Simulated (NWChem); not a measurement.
System: C2H4BFO2; SMILES O=CCB(O)F

Input file for NWChem:

```
start job
memory heap 200 mb stack 900 mb global 1100 mb
geometry units angstroms noautoz
  O      0.165830    -2.471288     0.445508
  C     -0.395785    -1.561681    -0.102190
  C      0.298836    -0.427697    -0.799069
  B      0.075542     0.947563    -0.064044
  O      1.098681     1.784060     0.180857
  F     -1.160484     1.296313     0.315146
  H     -1.515869    -1.500405    -0.107466
  H      1.367799    -0.652357    -0.913234
  H     -0.160761    -0.306793    -1.798299
  H      0.823608     2.593440     0.628318
end
basis spherical
  * library def2-tzvp
end
dft
  xc hfexch
  iterations 150
  semidirect filesize 400000000
  mulliken
end
task dft energy
```

Structure relaxed at the PBE0/def2-SVP level.

**Question.** What results follow from this input? (Hartree-Fock/def2-TZVP.) Quantities: energy (Ha); highest occupied level (eV); orbital gap (eV); dipole (D).

**Answer.** 
```json
{
 "energy (Ha)": "-352.19",
 "highest occupied level (eV)": "-11.57",
 "orbital gap (eV)": "14.45",
 "dipole (D)": "3.57"
}
```
